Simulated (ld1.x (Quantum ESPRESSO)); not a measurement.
## Scattering properties, TM potential for ruthenium

```json
{
  "Element": "Ru",
  "Generator": "ld1.x (Quantum ESPRESSO) 7.5",
  "Type": "norm-conserving Troullier–Martins (Kleinman–Bylander form)",
  "Functional": "LDA (PZ)",
  "Relativity": "fully relativistic",
  "Frozen core": "[Ar] 3d10 4s2",
  "Valence charge": "14",
  "Reference configuration": "4p6 4d7 5s1 5p0",
  "Partial waves": "5s (bound): rc 2.55 bohr; 4p (bound): rc 1.90 bohr; 4d (bound): rc 1.75 bohr",
  "Local potential": "all-electron potential smoothed inside 1.90 bohr (lloc = -2)",
  "Core correction": "Bessel-smoothed model core inside 1.65 bohr"
}
```

Open shells are filled in proportion to 2j + 1 (rel_dist='average').

The phase is arctan(r·u′/u) with u = r·R(r), unwrapped; energies in Ry, scanned from -5 to 5 Ry. A pole is an energy at which the radial function vanishes at the test radius. The pseudo phase is shifted by a multiple of π to meet the all-electron one at the reference energy, and phase errors are pseudo minus all-electron; the curves can meet again beyond the range given. Levels narrower than the energy grid can be missing from the lists of poles.

Question: For each channel, where are the poles, and over which energies does the pseudopotential scatter like the atom?

Answer:

| channel | radius (bohr) | reference energy (Ry) | poles, all-electron | poles, pseudo | unbroken range about the reference energy with phases within 0.05 rad | phase error 1 Ry above the reference energy (rad) |
| --- | --- | --- | --- | --- | --- | --- |
| s | 2.74 | -0.33 | 1.81 | 0.38, 2.10 | below 0.1 | -3.022 |
| p1/2 | 2.74 | -3.59 | -3.56, 2.85 | -3.56, 3.03 | below 0.0 | +0.001 |
| p3/2 | 2.74 | -3.34 | -3.30, 3.02 | -3.30, 3.17 | below 0.2 | +0.001 |
| d3/2 | 2.74 | -0.41 | -0.12 | -0.12 | below 1.7 | +0.004 |
| d5/2 | 2.74 | -0.39 | -0.08 | -0.08 | below 1.7 | +0.004 |

Phases in the p1/2 channel:

| E (Ry) | all-electron | pseudo |
| --- | --- | --- |
| -5.00 | 1.393 | 1.393 |
| -4.48 | 1.378 | 1.378 |
| -3.96 | 1.344 | 1.344 |
| -3.44 | -1.710 | -1.710 |
| -2.92 | -1.780 | -1.779 |
| -2.40 | -1.813 | -1.812 |
| -1.88 | -1.852 | -1.851 |
| -1.36 | -1.909 | -1.907 |
| -0.84 | -2.006 | -2.000 |
| -0.32 | -2.212 | -2.193 |
| 0.20 | -2.815 | -2.739 |
| 0.72 | -3.923 | -3.835 |
| 1.24 | -4.387 | -4.348 |
| 1.76 | -4.559 | -4.536 |
| 2.28 | -4.648 | -4.630 |
| 2.80 | -4.707 | -4.691 |
| 3.32 | -4.754 | -4.737 |
| 3.84 | -4.797 | -4.777 |
| 4.36 | -4.843 | -4.818 |
| 4.88 | -4.903 | -4.866 |
